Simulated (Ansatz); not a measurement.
`[OH][GeH2][SeH]` → `[OH][GeH]` + H₂Se at 400 K and 1 bar (germylene formation by 1,1-elimination).

Isolated molecules relaxed with PBE0-D4/def2-TZVP in Ansatz; ΔE leaves out vibrations. CCSD(T)/CBS adds triple-zeta CCSD(T) − MP2 to the extrapolated MP2 energy (def2 sets, frozen cores). For Ge, Se outer-core shells are correlated without core-valence functions, which leaves a few kJ/mol of doubt a bond. Scalar relativity is left out up to krypton. One conformer a species, not always the lowest.

```tsv
species	CCSD(T)/CBS energy (Eh)	H − E (kJ/mol)	S (J/(mol·K))
`[OH][GeH2][SeH]`	-4554.43903	126.7	355.7
`[OH][GeH]`	-2152.47759	68.5	269.6
H₂Se	-2401.89790	49.4	229.5
```

H − E and S are ideal-gas, rigid-rotor, harmonic terms from PBE0-D4/def2-TZVP, for one conformer and one mirror image of each species. 1 Eh = 2625.50 kJ/mol, R = 8.31446 J/(mol·K).

Question: By hand: ΔE, ΔH, ΔS and ΔG.

Answer: ΔE = (-2152.47759) + (-2401.89790) − (-4554.43903) = 0.06354 Eh = 166.8 kJ/mol. Δ(H − E) = 68.5 + 49.4 − 126.7 = -8.8, so ΔH = 158.0 kJ/mol. ΔS = 269.6 + 229.5 − 355.7 = 143.4 J/(mol·K). ΔG = 158.0 − 400 × (143.4)/1000 = 100.6 kJ/mol.

Question: By hand: the equilibrium constant, and the temperature at which ΔG would vanish if ΔH and ΔS stayed fixed.

Answer: log₁₀ K = −ΔG/(RT ln 10) = -13.1. ΔG = 0 at ΔH/ΔS = 1102 K.

The number of gas molecules changes by +1, which sets the sign of ΔS. A doubt of 5 kJ/mol in ΔE shifts log₁₀ K by 0.7 here. Other conformers and mirror images would add mixing entropy, several J/(mol·K) or more a flexible species. These are equilibria of isolated gas molecules and say nothing of rates. Largest T1 diagnostic: 0.016 (customary marks: 0.02 for closed shells, 0.045 for open ones).
